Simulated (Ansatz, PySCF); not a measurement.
Molecule: SiBr$_{3}$Cl, charge 0, multiplicity 1. SMILES: [Si](Br)(Br)(Br)Cl
Coordinates optimised at B3LYP-D3(BJ)/def2-TZVP (Ansatz, a first-principles code):
```xyz
5

Cl    -0.2971    -1.3066     1.9245
Si    -0.0388    -0.1708     0.2515
Br    -1.6666    -0.5981    -1.1758
Br     1.9057    -0.6630    -0.6683
Br    -0.0792     1.9641     0.8088
```

Wanted: vertical triplet-singlet gap, E(triplet) - E(singlet), in eV. Terms: six Cartesian d functions in 6-31G* and its kin unless marked 5d; valence correlation only (noble-gas shells and the d and f shells of earlier blocks); LANL2DZ with its own core potentials from Na on; open shells spin-unrestricted; spin-orbit terms left out; dispersion terms only where a functional's name holds one; non-relativistic; each state is the SCF solution reached for its charge and spin. Ab initio and DFT rows: single points at B3LYP-D3(BJ) geometries (Ansatz). Levels can end on unlike triplets.

```json
[
 {"level": "HF/6-31G*", "program": "Ansatz", "vertical triplet-singlet gap, E(triplet) - E(singlet) (eV)": "6.21"},
 {"level": "HF/6-31G* with LANL2DZ past Ar", "program": "Ansatz", "vertical triplet-singlet gap, E(triplet) - E(singlet) (eV)": "6.35"},
 {"level": "PBE/6-31G*", "program": "Ansatz", "vertical triplet-singlet gap, E(triplet) - E(singlet) (eV)": "4.86"},
 {"level": "PBE/6-31G* with LANL2DZ past Ar", "program": "Ansatz", "vertical triplet-singlet gap, E(triplet) - E(singlet) (eV)": "5.04"},
 {"level": "B3LYP/STO-3G", "program": "Ansatz", "vertical triplet-singlet gap, E(triplet) - E(singlet) (eV)": "5.74"},
 {"level": "B3LYP/3-21G", "program": "Ansatz", "vertical triplet-singlet gap, E(triplet) - E(singlet) (eV)": "5.19"},
 {"level": "B3LYP/6-31G* with LANL2DZ past Ar", "program": "Ansatz", "vertical triplet-singlet gap, E(triplet) - E(singlet) (eV)": "5.39"},
 {"level": "M06-2X/6-31G* with LANL2DZ past Ar (5d)", "program": "PySCF", "vertical triplet-singlet gap, E(triplet) - E(singlet) (eV)": "5.84"},
 {"level": "MP2/6-31G*", "program": "Ansatz", "vertical triplet-singlet gap, E(triplet) - E(singlet) (eV)": "6.49"},
 {"level": "MP2/6-31G* with LANL2DZ past Ar", "program": "Ansatz", "vertical triplet-singlet gap, E(triplet) - E(singlet) (eV)": "6.63"},
 {"level": "PBE/def2-TZVPD", "program": "Ansatz", "vertical triplet-singlet gap, E(triplet) - E(singlet) (eV)": "4.90"},
 {"level": "wB97M-V/def2-TZVPD", "program": "Ansatz", "vertical triplet-singlet gap, E(triplet) - E(singlet) (eV)": "6.08"}
]
```

No value to compare with is used here. The 10 habitual levels span 4.86 (PBE/6-31G*) to 6.63 eV (MP2/6-31G* with LANL2DZ past Ar); wB97M-V/def2-TZVPD gives 6.08.

The levels are drawn from those run, B3LYP/6-31G* more often than the rest, none by its result; left out are runs that failed, that the program found above a lower state of the same kind, or whose <S^2> lies over 0.5 above the pure value.
